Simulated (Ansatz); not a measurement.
Ansatz (a first-principles code) input (B3LYP-D3(BJ)/def2-TZVP):

Ansatz 0.2 input:
```yaml
crystal:
  periodic: [false, false, false]
  atoms:
    - {symbol: Cl, position_ang: [1.52167951, -0.02520175, 0.00264903]}
    - {symbol: I, position_ang: [-1.48932610, -0.03827974, 0.01868068]}
basis:
  gaussian:
    orbitals: def2-TZVP
hamiltonian:
  xc: b3lyp
  dispersion: d3bj
total_charge: -1
magnetization: {spin_polarized: true, initial_magnetization: 1}
relax: {f_tol: 0.002, max_steps: 150}
```

Output:

```
Functional definition: B3LYP
integrals: 0.02 GiB planned
674 factors; their error is unknown
mean field: 0.32 GiB planned
mean field evaluation 1: about -20628.8017 eV, gradient 1.1e1 eV
mean field evaluation 2: about -20628.7077 eV, gradient 1.3e1 eV
mean field evaluation 4: about -20629.3239 eV, gradient 7.3e-1 eV
mean field evaluation 8: about -20629.5895 eV, gradient 8.7e-2 eV
mean field evaluation 16: about -20629.5895 eV, gradient 1.4e-5 eV
mean field -20629.58954731 eV, -758.1234326258 hartree, gradient 1.4e-5 eV, S^2 0.752987; 1 other end points of the search recorded, 0 dependent functions left out
the calculation of the forces begins
reference -20629.58972532 eV, -758.1234391675 hartree; 22, 21 occupied and 65, 66 virtual orbitals, 674 factors
relax step   1: F+E_penalty+E_count = -20629.66302602 eV  Δ(F+E_penalty+E_count) = +0.000e0 eV  max|allowed force component| = 7.550e-2 eV/Å  Δτ_max = 0.0000 Å  (37 SCF iters, accepted)
these checks for a lower state are left out or cut short: starts, cluster_reference, orbital_swaps, neighbouring_geometries, increment
integrals: 0.02 GiB planned
674 factors; their error is unknown
mean field: 0.32 GiB planned
mean field -20629.59003745 eV, -758.1234506381 hartree, gradient 1.3e-5 eV, S^2 0.752973; 0 other end points of the search recorded, 0 dependent functions left out
the calculation of the forces begins
reference -20629.59021517 eV, -758.1234571692 hartree; 22, 21 occupied and 65, 66 virtual orbitals, 674 factors
relax step   2: F+E_penalty+E_count = -20629.66372835 eV  Δ(F+E_penalty+E_count) = -7.023e-4 eV  max|allowed force component| = 5.148e-2 eV/Å  Δτ_max = 0.0055 Å  (37 SCF iters, accepted)
these checks for a lower state are left out or cut short: starts, cluster_reference, orbital_swaps, neighbouring_geometries, increment
integrals: 0.02 GiB planned
674 factors; their error is unknown
mean field: 0.32 GiB planned
mean field evaluation 32: about -20629.5902 eV, gradient 2.4e-4 eV
mean field -20629.59017018 eV, -758.1234555158 hartree, gradient 1.3e-5 eV, S^2 0.752944; 0 other end points of the search recorded, 0 dependent functions left out
the calculation of the forces begins
reference -20629.59034731 eV, -758.1234620250 hartree; 22, 21 occupied and 65, 66 virtual orbitals, 674 factors
relax step   3: F+E_penalty+E_count = -20629.66430367 eV  Δ(F+E_penalty+E_count) = -5.753e-4 eV  max|allowed force component| = 3.719e-3 eV/Å  Δτ_max = 0.0118 Å  (36 SCF iters, accepted)
these checks for a lower state are left out or cut short: starts, cluster_reference, orbital_swaps, neighbouring_geometries, increment
integrals: 0.02 GiB planned
674 factors; their error is unknown
mean field: 0.32 GiB planned
mean field -20629.59020741 eV, -758.1234568839 hartree, gradient 1.3e-5 eV, S^2 0.752947; 0 other end points of the search recorded, 0 dependent functions left out
the calculation of the forces begins
reference -20629.59038458 eV, -758.1234633948 hartree; 22, 21 occupied and 65, 66 virtual orbitals, 674 factors
relax step   4: F+E_penalty+E_count = -20629.66430635 eV  Δ(F+E_penalty+E_count) = -2.686e-6 eV  max|allowed force component| = 8.541e-4 eV/Å  Δτ_max = 0.0009 Å  (37 SCF iters, accepted)
integrals: 0.02 GiB planned
674 factors; their error is unknown
mean field: 0.32 GiB planned
mean field evaluation 64: about -20629.5902 eV, gradient 3.6e-4 eV
mean field -20629.59020741 eV, -758.1234568839 hartree, gradient 1.3e-5 eV, S^2 0.752947; 2 other end points of the search recorded, 0 dependent functions left out
the calculation of the forces begins
reference -20629.59038458 eV, -758.1234633948 hartree; 22, 21 occupied and 65, 66 virtual orbitals, 674 factors
Total energy: -20629.66448352 eV, -758.1261864807 hartree
Atom 0 at     1.505264    -0.025273     0.002736 Å, force    -0.000854    -0.000004     0.000005 eV/Å
Atom 1 at    -1.472910    -0.038208     0.018593 Å, force     0.000854     0.000004    -0.000005 eV/Å
Dipole moment:    -0.767013    -0.003331     0.004084 e Å
```
